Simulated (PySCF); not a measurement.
PySCF job for C4H5FSi, SMILES C(#C)/C=C\[SiH2]F, TDA-M06-2X/def2-SVPD. Coordinates come from a ωB97X-D3(BJ)/def2-SVP optimisation. The structure was generated by enumeration; whether it is a known compound was not checked. Other conformers were not sampled.

```python
import numpy as np
from pyscf import gto, scf, dft, tdscf

mol = gto.M(
    atom='''
    C    -1.02042457   -2.67115219    0.00000000
    C     0.01344050   -2.03975894   -0.00000000
    C     1.20741576   -1.23472164   -0.00000000
    C     1.15118262    0.10877216    0.00000000
    Si   -0.47928524    1.02384494   -0.00000000
    F    -0.13207418    2.61915614   -0.00000000
    H    -1.93423563   -3.23992759    0.00000001
    H     2.16411153   -1.77115060   -0.00000000
    H     2.09424023    0.66875206   -0.00000000
    H    -1.26757051    0.72862767    1.22442726
    H    -1.26757052    0.72862766   -1.22442726
    ''',
    basis='def2-SVPD',
    charge=0,
    spin=0,
    symmetry=True,
    max_memory=1600,
    verbose=4,
)
mf = dft.RKS(mol, xc='m06-2x').density_fit(auxbasis='def2-universal-jkfit')
mf.grids.level = 4
mf.conv_tol = 1e-9
mf.max_cycle = 100
mf.kernel()
mf.grids = dft.Grids(mol).set(level=2).build(with_non0tab=True)  # coarser grid for the response kernel
td = tdscf.TDA(mf)
td.singlet = True
td.nstates = 10
td.conv_tol = 1e-4
td.positive_eig_threshold = 1e-6
td.kernel(x0=td.get_init_guess(mf, 15))
td.analyze()
tt = tdscf.TDA(mf)
tt.singlet = False
tt.nstates = 4
tt.conv_tol = 1e-4
tt.positive_eig_threshold = 1e-6
tt.kernel(x0=tt.get_init_guess(mf, 9))
tt.analyze(verbose=3)
```

It prints:

```
PySCF version 2.14.0

[INPUT] verbose = 4
[INPUT] num. atoms = 11
[INPUT] num. electrons = 52
[INPUT] charge = 0
[INPUT] spin (= nelec alpha-beta = 2S) = 0
[INPUT] symmetry True subgroup None
[INPUT] Mole.unit = angstrom
[INPUT] Symbol           X                Y                Z      unit          X                Y                Z       unit  Magmom
[INPUT]  1 C     -1.020424570000  -2.671152190000   0.000000000000 AA   -1.928322968077  -5.047746076132   0.000000000000 Bohr   0.0
[INPUT]  2 C      0.013440500000  -2.039758940000   0.000000000000 AA    0.025398863977  -3.854585756733   0.000000000000 Bohr   0.0
[INPUT]  3 C      1.207415760000  -1.234721640000   0.000000000000 AA    2.281685104884  -2.333285739674   0.000000000000 Bohr   0.0
[INPUT]  4 C      1.151182620000   0.108772160000   0.000000000000 AA    2.175419871159   0.205549592377   0.000000000000 Bohr   0.0
[INPUT]  5 Si    -0.479285240000   1.023844940000   0.000000000000 AA   -0.905717839146   1.934786530622   0.000000000000 Bohr   0.0
[INPUT]  6 F     -0.132074180000   2.619156140000   0.000000000000 AA   -0.249584028327   4.949487782073   0.000000000000 Bohr   0.0
[INPUT]  7 H     -1.934235630000  -3.239927590000   0.000000010000 AA   -3.655175601076  -6.122575808522   0.000000018897 Bohr   0.0
[INPUT]  8 H      2.164111530000  -1.771150600000   0.000000000000 AA    4.089578094713  -3.346989559359   0.000000000000 Bohr   0.0
[INPUT]  9 H      2.094240230000   0.668752060000   0.000000000000 AA    3.957540473746   1.263758238639   0.000000000000 Bohr   0.0
[INPUT] 10 H     -1.267570510000   0.728627670000   1.224427260000 AA   -2.395361107475   1.376906743080   2.313832180852 Bohr   0.0
[INPUT] 11 H     -1.267570520000   0.728627660000  -1.224427260000 AA   -2.395361126373   1.376906724183  -2.313832180852 Bohr   0.0

nuclear repulsion = 250.272981189351
point group symmetry = Cs
symmetry origin: [-7.26817845e-10 -1.45363547e-09  3.63408867e-10]
symmetry axis x: [ 1.00000000e+00  1.04128437e-09 -1.80403335e-10]
symmetry axis y: [ 1.04128437e-09 -1.00000000e+00  1.21743953e-10]
symmetry axis z: [1.80403335e-10 1.21744000e-10 1.00000000e+00]
num. orbitals of irrep A' = 115
num. orbitals of irrep A" = 52
number of shells = 71
number of NR pGTOs = 245
number of NR cGTOs = 167
basis = def2-SVPD
ecp = {}


[settings echo left out]
init E= -544.925376654908
HOMO (A") = -0.285309156557637  LUMO (A") = -0.0923019682212165  gap/eV = 5.25199
cycle= 1 E= -544.288943917193  delta_E= 0.636  |g|= 0.497  |ddm|= 8.05
HOMO (A") = -0.309235542530162  LUMO (A") = -0.0305517775888791  gap/eV = 7.58337
cycle= 2 E= -544.293706684814  delta_E= -0.00476  |g|= 0.542  |ddm|= 1.61
HOMO (A") = -0.317660450086717  LUMO (A") = -0.0303006833486426  gap/eV = 7.81946
cycle= 3 E= -544.342044971386  delta_E= -0.0483  |g|= 0.0574  |ddm|= 0.543
HOMO (A") = -0.322996336658717  LUMO (A") = -0.032292170392815  gap/eV = 7.91046
cycle= 4 E= -544.342591187258  delta_E= -0.000546  |g|= 0.0281  |ddm|= 0.139
HOMO (A") = -0.319795555176332  LUMO (A") = -0.0291626868652357  gap/eV = 7.90852
cycle= 5 E= -544.342750468327  delta_E= -0.000159  |g|= 0.0145  |ddm|= 0.0731
HOMO (A") = -0.319501175627392  LUMO (A") = -0.0292102558599132  gap/eV = 7.89922
cycle= 6 E= -544.34280200222  delta_E= -5.15e-05  |g|= 0.00227  |ddm|= 0.025
HOMO (A") = -0.319868577251576  LUMO (A") = -0.0294118745258709  gap/eV = 7.90373
cycle= 7 E= -544.342803502899  delta_E= -1.5e-06  |g|= 0.00036  |ddm|= 0.0064
HOMO (A") = -0.319838972626763  LUMO (A") = -0.0293719781356927  gap/eV = 7.90401
cycle= 8 E= -544.342803560551  delta_E= -5.77e-08  |g|= 0.000166  |ddm|= 0.00143
HOMO (A") = -0.31983522519034  LUMO (A") = -0.0293618130979709  gap/eV = 7.90418
cycle= 9 E= -544.342803569645  delta_E= -9.09e-09  |g|= 6.55e-05  |ddm|= 0.000536
HOMO (A") = -0.31983981703309  LUMO (A") = -0.0293631561163226  gap/eV = 7.90427
cycle= 10 E= -544.342803571116  delta_E= -1.47e-09  |g|= 2.98e-05  |ddm|= 0.000181
HOMO (A") = -0.319841055963808  LUMO (A") = -0.029364091365486  gap/eV = 7.90428
cycle= 11 E= -544.342803571419  delta_E= -3.02e-10  |g|= 7.13e-06  |ddm|= 8.17e-05
HOMO (A") = -0.319839755627391  LUMO (A") = -0.0293623432457095  gap/eV = 7.90429
Extra cycle  E= -544.342803571426  delta_E= -7.05e-12  |g|= 7.21e-06  |ddm|= 2.11e-05
converged SCF energy = -544.342803571426
tot grids = 95224
Overwritten attributes  positive_eig_threshold  of <class 'pyscf.tdscf.rks.TDA'>


******** <class 'pyscf.tdscf.rks.TDA'> for <class 'pyscf.df.df_jk.DFSymAdaptedRKS'> ********
nstates = 10 singlet
deg_eia_thresh = 1.000e-03
wfnsym = None
conv_tol = 0.0001
eigh lindep = 1e-12
eigh level_shift = 0
eigh max_cycle = 100


Excitation energies (eV)
[5.20221343 5.81803626 6.11350274 6.39769841 6.99963083 7.34058711
 7.39189415 7.89015862 7.93181179 8.0398556 ]

** Singlet excitation energies and oscillator strengths **
Excited State   1:   A"      5.20221 eV    238.33 nm  f=0.0001
      25 -> 27        0.64440
      25 -> 35       -0.13955
      26 -> 28       -0.11754
      26 -> 30       -0.11485
Excited State   2:   A'      5.81804 eV    213.10 nm  f=0.2994
      22 -> 27       -0.10537
      25 -> 28        0.14315
      25 -> 30        0.10890
      26 -> 27       -0.63943
Excited State   3:   A"      6.11350 eV    202.80 nm  f=0.0024
      23 -> 27        0.26983
      25 -> 27       -0.22860
      26 -> 28       -0.42667
      26 -> 30       -0.29877
      26 -> 31       -0.20199
      26 -> 34       -0.13288
Excited State   4:   A"      6.39770 eV    193.80 nm  f=0.0010
      23 -> 27        0.62730
      26 -> 28        0.21932
      26 -> 30        0.12341
Excited State   5:   A"      6.99963 eV    177.13 nm  f=0.0028
      26 -> 28       -0.44983
      26 -> 29       -0.15322
      26 -> 30        0.38124
      26 -> 31        0.23771
      26 -> 33        0.14539
Excited State   6:   A'      7.34059 eV    168.90 nm  f=0.1406
      24 -> 27        0.61599
      25 -> 28        0.11563
      25 -> 30        0.19115
      25 -> 31        0.13453
      26 -> 27        0.15682
Excited State   7:   A"      7.39189 eV    167.73 nm  f=0.0007
      26 -> 28       -0.11319
      26 -> 29        0.65306
      26 -> 30        0.13364
      26 -> 31       -0.10198
Excited State   8:   A"      7.89016 eV    157.14 nm  f=0.0515
      24 -> 28        0.23099
      26 -> 29       -0.11135
      26 -> 30        0.43953
      26 -> 31       -0.38540
      26 -> 33       -0.15553
Excited State   9:   A'      7.93181 eV    156.31 nm  f=0.2462
      22 -> 27        0.14837
      23 -> 28        0.20217
      24 -> 27        0.21222
      25 -> 28       -0.48730
      25 -> 29       -0.14742
      26 -> 27       -0.13109
      26 -> 35       -0.26483
Excited State  10:   A'      8.03986 eV    154.21 nm  f=0.0222
      22 -> 27       -0.14152
      24 -> 27       -0.19161
      25 -> 28       -0.24363
      25 -> 29       -0.32132
      25 -> 30        0.40753
      25 -> 31        0.13828
      26 -> 35        0.26032

** Transition electric dipole moments (AU) **
state          X           Y           Z        Dip. S.      Osc.
  1        -0.0000     -0.0000      0.0249      0.0006      0.0001
  2         0.3497      1.4064     -0.0000      2.1002      0.2994
  3         0.0000      0.0000     -0.1265      0.0160      0.0024
  4        -0.0000     -0.0000     -0.0783      0.0061      0.0010
  5         0.0000      0.0000      0.1279      0.0164      0.0028
  6         0.3023     -0.8308     -0.0000      0.7817      0.1406
  7        -0.0000     -0.0000     -0.0614      0.0038      0.0007
  8         0.0000      0.0000      0.5163      0.2666      0.0515
  9         0.1966      1.1082      0.0000      1.2668      0.2462
 10        -0.3101      0.1278     -0.0000      0.1125      0.0222

** Transition velocity dipole moments (imaginary part, AU) **
state          X           Y           Z        Dip. S.      Osc.
  1        -0.0000      0.0000     -0.0070      0.0000      0.0002
  2        -0.0153      0.0988     -0.0000      0.0100      0.0312
  3        -0.0000     -0.0000     -0.0148      0.0002      0.0007
  4         0.0000      0.0000      0.0447      0.0020      0.0057
  5         0.0000      0.0000      0.0274      0.0008      0.0020
  6         0.0485     -0.1174     -0.0000      0.0161      0.0399
  7        -0.0000     -0.0000     -0.0250      0.0006      0.0015
  8         0.0000      0.0000      0.1635      0.0267      0.0615
  9        -0.0016      0.2095      0.0000      0.0439      0.1004
 10        -0.0329      0.0753     -0.0000      0.0067      0.0152

** Transition magnetic dipole moments (imaginary part, AU) **
state          X           Y           Z
  1        -0.4599     -0.2819      0.0000
  2        -0.0000      0.0000     -0.8772
  3         0.1971      0.1870     -0.0000
  4         0.1896      0.6955      0.0000
  5         0.1451     -0.2221     -0.0000
  6        -0.0000     -0.0000      0.7464
  7        -0.4150      0.9530      0.0000
  8         0.8378      0.3776     -0.0000
  9         0.0000      0.0000      0.1963
 10        -0.0000     -0.0000      1.4646


******** <class 'pyscf.tdscf.rks.TDA'> for <class 'pyscf.df.df_jk.DFSymAdaptedRKS'> ********
nstates = 4 triplet
deg_eia_thresh = 1.000e-03
wfnsym = None
conv_tol = 0.0001
eigh lindep = 1e-12
eigh level_shift = 0
eigh max_cycle = 100


Excitation energies (eV)
[3.65380414 5.1056705  5.67432809 5.86999034]

** Triplet excitation energies and oscillator strengths **
Excited State   1:   A'      3.65380 eV    339.33 nm  f=0.0000
Excited State   2:   A"      5.10567 eV    242.84 nm  f=0.0000
Excited State   3:   A'      5.67433 eV    218.50 nm  f=0.0000
Excited State   4:   A"      5.86999 eV    211.22 nm  f=0.0000
```

The run converged.

Cost: very roughly 15 core-minutes.
